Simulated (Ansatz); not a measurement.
```yaml
crystal:
  periodic: [false, false, false]
  atoms:
    - {symbol: F, position_ang: [1.786268, -1.599169, 1.558780]}
    - {symbol: Si, position_ang: [0.907465, -1.286573, 0.265991]}
    - {symbol: F, position_ang: [1.132008, -2.531980, -0.703470]}
    - {symbol: C, position_ang: [-0.853462, -1.167358, 0.808367]}
    - {symbol: C, position_ang: [-1.810524, -0.594815, -0.032952]}
    - {symbol: C, position_ang: [-3.138119, -0.511982, 0.354501]}
    - {symbol: C, position_ang: [-3.527578, -0.998137, 1.594341]}
    - {symbol: C, position_ang: [-2.589519, -1.565087, 2.444459]}
    - {symbol: C, position_ang: [-1.262162, -1.648467, 2.053931]}
    - {symbol: C, position_ang: [1.518788, 0.217569, -0.613272]}
    - {symbol: C, position_ang: [2.341316, 0.115795, -1.737117]}
    - {symbol: C, position_ang: [2.804632, 1.252603, -2.380809]}
    - {symbol: C, position_ang: [2.450882, 2.508384, -1.909673]}
    - {symbol: C, position_ang: [1.631555, 2.627749, -0.796264]}
    - {symbol: C, position_ang: [1.168252, 1.490051, -0.155567]}
    - {symbol: H, position_ang: [-1.514156, -0.202061, -1.000826]}
    - {symbol: H, position_ang: [-3.869931, -0.065750, -0.309124]}
    - {symbol: H, position_ang: [-4.565722, -0.932051, 1.900062]}
    - {symbol: H, position_ang: [-2.893048, -1.941541, 3.414677]}
    - {symbol: H, position_ang: [-0.532987, -2.088100, 2.725938]}
    - {symbol: H, position_ang: [2.617429, -0.863041, -2.114225]}
    - {symbol: H, position_ang: [3.441705, 1.159232, -3.252928]}
    - {symbol: H, position_ang: [2.812531, 3.397680, -2.413596]}
    - {symbol: H, position_ang: [1.351948, 3.608696, -0.429338]}
    - {symbol: H, position_ang: [0.519231, 1.594151, 0.708613]}
basis:
  gaussian: {orbitals: def2-TZVPD}
hamiltonian: {xc: {name: M06-2X}}
scf: {lower_state_search: off}
```

```sh
$ ansatz run in.yaml --threads 11 --pin off --events-out ev --progress --plain --max-ram 174080MiB --backend cuda --devices 0, --max-vram 75GiB
```

It prints (some lines left out):

```
Error: YAML parse error: error: line 31 column 19: hamiltonian.xc: no functional is named "M06-2X"; the names, which are not case-sensitive, are SVWN5, SPW92, PBE, PBE0, PBEsol, revPBE, revPBE0, RPBE, rPW86-PBE, HSE06, wPBEh, LC-wPBE, HISS, HF, BLYP, B3LYP, B3LYP5, BHLYP, CAM-B3LYP, r2SCAN, r2SCANh, r2SCAN0, r2SCAN50, m-r2SCAN, B97, wB97, wB97X, wB97X-V, B97M-V, wB97M-V, B2PLYP, B2GP-PLYP, PBE0-DH, PBE-QIDH
29 | basis:
30 |   gaussian: {orbitals: def2-TZVPD}
31 | hamiltonian: {xc: {name: M06-2X}}
32 | scf: {lower_state_search: off}
```

**Question.** What is wrong with this run?

**Answer.** The method's name isn't one that the program takes here. The program refused the input.

HSE06 is defined as in plane-wave codes.
